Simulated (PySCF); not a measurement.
PySCF job for N,N-disilylmethanamine (CH9NSi2), SMILES CN([SiH3])[SiH3], ωB97X-D3(BJ)/def2-SVP. Geometry optimised at ωB97X-D3(BJ)/def2-SVP.

```python
import numpy as np
from pyscf import gto, scf, dft, df
from pyscf.hessian import thermo

mol = gto.M(
    atom='''
    Si    0.00551563    0.51597043   -1.54449895
    N    -0.06484112   -0.28578389    0.00000000
    C     0.01578932   -1.74842509   -0.00000000
    Si    0.00551563    0.51597043    1.54449895
    H    -1.05401262   -0.03025072   -2.44652831
    H     1.31696912    0.30654732   -2.23563127
    H    -0.20152035    1.97446977   -1.33077539
    H    -0.48853709   -2.17097460   -0.88607769
    H    -0.48853709   -2.17097461    0.88607767
    H     1.05891629   -2.11571776   -0.00000001
    H    -1.05401262   -0.03025073    2.44652830
    H    -0.20152035    1.97446977    1.33077539
    H     1.31696913    0.30654731    2.23563128
    ''',
    basis='def2-SVP',
    charge=0,
    spin=0,
    max_memory=1600,
    verbose=3,
)
mf = dft.RKS(mol, xc='wb97x-d3bj').density_fit(auxbasis='def2-universal-jkfit')
mf.grids.level = 3
mf.conv_tol = 1e-11
mf.max_cycle = 100
mf.kernel()

# [left out here: the lines that compute and print the analytic Hessian (its translational invariance restored by hand, since the grid's response is missing), thermochemistry and intensities]
```

Program output:

```
[...]
       8   H                -0.00  0.00 -0.00   -0.00 -0.19 -0.05   -0.00 -0.02 -0.01
       9   H                 0.00  0.02  0.00    0.00  0.00 -0.09   -0.01 -0.05 -0.00
      10   H                -0.20  0.26 -0.09   -0.28 -0.00 -0.34   -0.26 -0.10 -0.35
      11   H                 0.16  0.05  0.32    0.02 -0.01 -0.04   -0.04 -0.03 -0.23
      12   H                 0.13  0.44 -0.12    0.20  0.10 -0.36    0.21 -0.06 -0.39
Mode                                18                  19                  20
Irrep
Freq [cm^-1]                     1142.0898           1185.7068           1229.6872
Reduced mass [au]                   1.3311              6.8660              1.8992
Force const [Dyne/A]                1.0230              5.6873              1.6920
Char temp [K]                    1643.2129           1705.9681           1769.2461
Normal mode                   x     y     z       x     y     z       x     y     z
       0  Si                -0.00 -0.00  0.00    0.00  0.01 -0.01    0.00  0.00 -0.02
       1   N                 0.06  0.04  0.00    0.02 -0.21 -0.00   -0.00 -0.00  0.15
       2   C                -0.12 -0.03 -0.00   -0.03  0.15  0.00   -0.00  0.00 -0.11
       3  Si                -0.00 -0.00 -0.00    0.00  0.01  0.01   -0.00 -0.00 -0.02
       4   H                -0.00  0.01  0.00    0.01 -0.02  0.00    0.02  0.02 -0.05
       5   H                 0.01 -0.01  0.02   -0.00 -0.03 -0.00   -0.01  0.03 -0.04
       6   H                -0.02 -0.01  0.02    0.00  0.02 -0.10    0.01 -0.00  0.04
       7   H                 0.26 -0.31 -0.09    0.05  0.06 -0.01   -0.06 -0.42  0.12
       8   H                 0.26 -0.31  0.09    0.05  0.06  0.01    0.06  0.42  0.12
       9   H                 0.10  0.61  0.00   -0.00  0.20 -0.00   -0.00  0.00  0.29
      10   H                -0.00  0.01 -0.00    0.01 -0.02 -0.00   -0.02 -0.02 -0.05
      11   H                -0.02 -0.01 -0.02    0.00  0.02  0.10   -0.01  0.00  0.04
      12   H                 0.01 -0.01 -0.02   -0.00 -0.03  0.00    0.01 -0.03 -0.04
Mode                                21                  22                  23
Irrep
Freq [cm^-1]                     1463.7341           1483.0682           1495.2491
Reduced mass [au]                   1.1556              1.0378              1.0409
Force const [Dyne/A]                1.4587              1.3449              1.3712
Char temp [K]                    2105.9875           2133.8049           2151.3305
Normal mode                   x     y     z       x     y     z       x     y     z
       0  Si                -0.00  0.00 -0.00   -0.00 -0.00 -0.00   -0.00 -0.00  0.00
       1   N                 0.00 -0.02  0.00   -0.01  0.00  0.00   -0.00  0.00 -0.02
       2   C                 0.01 -0.11 -0.00   -0.05 -0.01  0.00   -0.00 -0.00 -0.05
       3  Si                -0.00  0.00  0.00   -0.00 -0.00  0.00    0.00  0.00  0.00
       4   H                -0.02 -0.00  0.00   -0.00  0.01 -0.00   -0.00 -0.00 -0.00
       5   H                 0.02 -0.00  0.01    0.00  0.00  0.00   -0.00 -0.01  0.01
       6   H                -0.00 -0.00  0.02    0.00 -0.00  0.00    0.01  0.00 -0.01
       7   H                -0.18  0.46 -0.15    0.44  0.25 -0.40   -0.38  0.32  0.04
       8   H                -0.18  0.46  0.15    0.44  0.25  0.40    0.38 -0.32  0.04
       9   H                 0.21  0.52 -0.00   -0.13 -0.33 -0.00   -0.00 -0.00  0.68
      10   H                -0.02 -0.00 -0.00   -0.00  0.01  0.00    0.00  0.00 -0.00
      11   H                -0.00 -0.00 -0.02    0.00 -0.00 -0.00   -0.01 -0.00 -0.01
      12   H                 0.02 -0.00 -0.01    0.00  0.00 -0.00    0.00  0.01  0.01
Mode                                24                  25                  26
Irrep
Freq [cm^-1]                     2219.6582           2222.6689           2237.7276
Reduced mass [au]                   1.0459              1.0496              1.0321
Force const [Dyne/A]                3.0360              3.0550              3.0450
Char temp [K]                    3193.5939           3197.9256           3219.5918
Normal mode                   x     y     z       x     y     z       x     y     z
       0  Si                 0.03 -0.00 -0.01   -0.03 -0.00  0.00   -0.01 -0.01 -0.02
       1   N                 0.00  0.00 -0.00   -0.00 -0.00 -0.00    0.00 -0.00 -0.00
       2   C                -0.00 -0.00  0.00    0.00  0.00  0.00    0.00  0.00  0.00
       3  Si                -0.03  0.00 -0.01   -0.03 -0.00 -0.00    0.01  0.01 -0.02
       4   H                -0.15 -0.09 -0.14    0.22  0.12  0.20    0.47  0.24  0.39
       5   H                -0.57  0.09  0.30    0.53 -0.09 -0.28   -0.21  0.03  0.10
       6   H                 0.01  0.02  0.00   -0.01 -0.03 -0.00   -0.00 -0.02 -0.01
       7   H                 0.00 -0.00 -0.00    0.00  0.00  0.00   -0.00  0.00 -0.00
       8   H                -0.00  0.00 -0.00    0.00  0.00 -0.00    0.00 -0.00 -0.00
       9   H                 0.00  0.00 -0.00   -0.00 -0.00 -0.00   -0.00  0.00  0.00
      10   H                 0.15  0.09 -0.14    0.22  0.12 -0.20   -0.47 -0.24  0.39
      11   H                -0.01 -0.02  0.00   -0.01 -0.03  0.00    0.00  0.02 -0.01
      12   H                 0.57 -0.09  0.30    0.53 -0.09  0.28    0.21 -0.03  0.10
Mode                                27                  28                  29
Irrep
Freq [cm^-1]                     2245.6861           2271.4917           2284.7314
Reduced mass [au]                   1.0328              1.0395              1.0399
Force const [Dyne/A]                3.0688              3.1600              3.1983
Char temp [K]                    3231.0424           3268.1708           3287.2197
Normal mode                   x     y     z       x     y     z       x     y     z
       0  Si                 0.01  0.01  0.02   -0.00  0.02  0.00   -0.00  0.02  0.00
       1   N                -0.00  0.00  0.00   -0.00  0.00 -0.00    0.00  0.00  0.00
       2   C                -0.00  0.00  0.00    0.00 -0.00 -0.00    0.00 -0.00  0.00
       3  Si                 0.01  0.01 -0.02    0.00 -0.02  0.00   -0.00  0.02 -0.00
       4   H                -0.44 -0.22 -0.37   -0.02  0.00 -0.01    0.00  0.01  0.01
       5   H                 0.29 -0.04 -0.15   -0.01  0.01  0.01   -0.03  0.01  0.02
       6   H                 0.00 -0.01 -0.00    0.10 -0.68 -0.10    0.10 -0.68 -0.11
       7   H                 0.00 -0.01  0.01    0.00 -0.00  0.00   -0.00 -0.00 -0.00
       8   H                 0.00 -0.01 -0.01   -0.00  0.00  0.00   -0.00 -0.00  0.00
       9   H                -0.01 -0.01  0.00   -0.00  0.00 -0.00    0.00  0.00 -0.00
      10   H                -0.44 -0.22  0.37    0.02 -0.00 -0.01    0.00  0.01 -0.01
      11   H                 0.00 -0.01  0.00   -0.10  0.68 -0.10    0.10 -0.68  0.11
      12   H                 0.29 -0.04  0.15    0.01 -0.01  0.01   -0.03  0.01 -0.02
Mode                                30                  31                  32
Irrep
Freq [cm^-1]                     3028.4154           3108.8426           3129.2532
Reduced mass [au]                   1.0356              1.1052              1.1057
Force const [Dyne/A]                5.5958              6.2937              6.3790
Char temp [K]                    4357.2155           4472.9324           4502.2986
Normal mode                   x     y     z       x     y     z       x     y     z
       0  Si                 0.00  0.00 -0.00    0.00  0.00  0.00   -0.00  0.00  0.00
       1   N                -0.00 -0.00  0.00   -0.00 -0.00  0.00   -0.00 -0.00 -0.00
       2   C                 0.02 -0.05  0.00    0.09  0.01 -0.00    0.00  0.00  0.09
       3  Si                 0.00  0.00  0.00    0.00  0.00 -0.00    0.00 -0.00  0.00
       4   H                 0.00  0.00  0.00   -0.00  0.00 -0.00    0.00 -0.00 -0.00
       5   H                -0.00 -0.00  0.00    0.00 -0.00  0.00    0.00 -0.00 -0.00
       6   H                 0.00 -0.00  0.00   -0.00 -0.00 -0.00   -0.00 -0.00 -0.00
       7   H                 0.23  0.18  0.40   -0.21 -0.18 -0.39   -0.31 -0.25 -0.54
       8   H                 0.23  0.18 -0.40   -0.21 -0.18  0.39    0.31  0.25 -0.54
       9   H                -0.65  0.21  0.00   -0.64  0.21 -0.00   -0.00  0.00  0.02
      10   H                 0.00  0.00 -0.00   -0.00  0.00  0.00   -0.00  0.00 -0.00
      11   H                 0.00 -0.00 -0.00   -0.00 -0.00  0.00    0.00  0.00 -0.00
      12   H                -0.00 -0.00 -0.00    0.00 -0.00 -0.00   -0.00  0.00 -0.00
temperature 298.1500 [K]
pressure 101325.00 [Pa]
Rotational constants [GHz] 6.13858 2.99429 2.14031
Symmetry number 1
Zero-point energy (ZPE) 0.09569 [Eh]   251242.909 [J/mol]
                           tot       elec      trans        rot        vib
Entropy [J/mol/K]       353.487      0.000    165.039    110.896     77.552
Cv [J/mol/K]            105.576      0.000     12.472     12.472     80.632
Cp [J/mol/K]            113.890      0.000     20.786     12.472     80.632
Internal energy [J/mol]                      3718.434   3718.434 263589.668
Internal energy [Eh]   -677.02283  -677.12606
Enthalpy [J/mol]                             6197.391   3718.434 263589.668
Enthalpy [Eh]          -677.02188
Gibbs free energy [J/mol]                  -43009.120 -29345.143 240467.610
Gibbs free energy [Eh] -677.06203
static polarisability / bohr^3: [[57.831  0.125  0.   ]
 [ 0.125 64.836  0.   ]
 [ 0.     0.    69.136]]
largest difference of analytic and finite-field dipole derivatives / e: 0.0006225667321684281
mode   freq/cm-1   IR/(km/mol)   Raman/(A^4/amu)   depolarisation
   1       91.52         0.017             0.265            0.745
   2       97.46         0.013             0.262            0.750
   3      115.69         0.027             0.228            0.750
   4      195.03         2.789             0.762            0.682
   5      232.08         0.438             0.240            0.529
   6      265.78         0.124             0.192            0.750
   7      566.51         0.156            14.563            0.186
   8      664.64         0.312             3.208            0.750
   9      711.46         0.887            16.477            0.750
  10      732.96        98.594             9.548            0.684
  11      767.58        49.333            16.642            0.712
  12      935.92       147.664            11.838            0.750
  13      947.69       146.122            31.583            0.748
  14      948.86       446.105             8.658            0.750
  15      971.67       108.441            20.802            0.750
  16      984.73       169.005            13.857            0.718
  17     1003.88        70.707             1.149            0.750
  18     1023.08        46.262            35.264            0.746
  19     1142.09         7.400             1.196            0.450
  20     1185.71       168.741             0.688            0.705
  21     1229.69        70.337             0.620            0.750
  22     1463.73         2.547             7.081            0.750
  23     1483.07         6.810            16.378            0.744
  24     1495.25        10.660            14.405            0.750
  25     2219.66        33.339           131.073            0.750
  26     2222.67       322.947            47.553            0.290
  27     2237.73       200.568            34.985            0.750
  28     2245.69        31.888           329.451            0.080
  29     2271.49         0.068             0.351            0.750
  30     2284.73       186.564           189.667            0.199
  31     3028.42        52.037           124.819            0.017
  32     3108.84        23.901            74.108            0.703
  33     3129.25        16.423            59.441            0.750
max |gradient| / (hartree/bohr): 4.407227214306864e-05
APT charges: [ 1.3503 -1.2525  0.3557  1.3503 -0.2945 -0.3074 -0.2588 -0.0177 -0.0177
 -0.047  -0.2945 -0.2588 -0.3074]
```

The calculation finished and met its thresholds.

Cost: about 6 core-minutes (a rough figure).
